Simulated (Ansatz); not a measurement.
Geometry optimisation, RHF/def2-SVP (Ansatz 0.2.0).

Input file:

```yaml
crystal:
  periodic: [false, false, false]
  atoms:
    - { symbol: Ta, position_ang: [0.0, 0.0, 0.0] }
    - { symbol: "N", position_ang: [2.51, 0.0, 0.0] }
    - { symbol: H, position_ang: [3.04, -0.5118, 0.762] }
    - { symbol: H, position_ang: [3.04, 0.5118, -0.762] }
    - { symbol: O, position_ang: [0.0, 0.0, 2.02] }
    - { symbol: H, position_ang: [-0.2547, -0.9174, 2.3571] }
    - { symbol: O, position_ang: [0.0, 0.0, -2.02] }
    - { symbol: H, position_ang: [-0.6343, -0.71, -2.3571] }
    - { symbol: F, position_ang: [-0.965, 1.6714, 0.0] }
    - { symbol: Cl, position_ang: [-1.235, -2.139, 0.0] }
    - { symbol: S, position_ang: [0.8829, -2.3126, -1.3086] }
    - { symbol: H, position_ang: [0.571, -3.436, -0.5336] }
    - { symbol: H, position_ang: [2.1891, -1.2059, -0.6824] }
basis:
  gaussian: { orbitals: def2-SVP }
hamiltonian:
  xc: hf
relax:
  f_tol: 0.15
  max_steps: 25
  restrain:
    - { distance: [0, 10], at: 3.7, k: 30.0 }
    - { distance: [12, 1], at: 2.26, k: 30.0 }
    - { distance: [0, 1], at: 2.16, k: 30.0 }
    - { distance: [12, 10], at: 1.4, k: 30.0 }
output:
  orbitals: {}
```

Launched with:

```bash
$ ansatz run input.yaml --threads 4 --pin off --max-ram 5120MiB --backend cpu --events-out ev --progress --plain --runs-dir out
```

Q: Where does it end, and by what steps?

A: The forces met the threshold. The restraints hold the end off the free minimum. After 13 steps the energy has fallen by 6.504 eV (the restraints' own energy left out); Cl10 moved furthest, 1.13 Å. Parted: Ta1–S11, Cl10–S11. Joined: S11–H13.

```csv
step,energy less start (eV),largest force component (eV/Å),accepted
0,0.0000,4.574,yes
1,-0.8844,3.308,yes
2,-2.1625,3.589,yes
3,-3.9166,3.448,yes
4,-5.3547,1.568,yes
5,-6.0212,1.775,yes
6,-6.2228,1.952,yes
7,-6.3915,2.007,yes
8,-6.4537,2.046,yes
9,-6.4779,2.249,yes
10,-6.4813,2.192,yes
11,-6.4639,2.855,no
12,-6.4989,2.107,yes
13,-6.5038,2.083,yes
```

```xyz
13
Properties=species:S:1:pos:R:3
Ta -0.034 0.123 0.000
N 2.052 0.153 -0.157
H 2.654 0.115 0.645
H 2.534 0.472 -0.978
O 0.212 -0.569 1.744
H -0.049 -1.188 2.404
O -0.133 0.251 -1.873
H -0.415 -0.098 -2.703
F -0.609 1.833 0.441
Cl -1.974 -1.295 -0.117
S 1.423 -3.062 -1.203
H 1.299 -3.734 -0.054
H 2.184 -2.050 -0.674
```

Time of the run: 46 s on 4 threads of AMD EPYC 7R43 64-Core Processor (Zen 3), with other jobs on the host, peak memory 0.49 GiB.
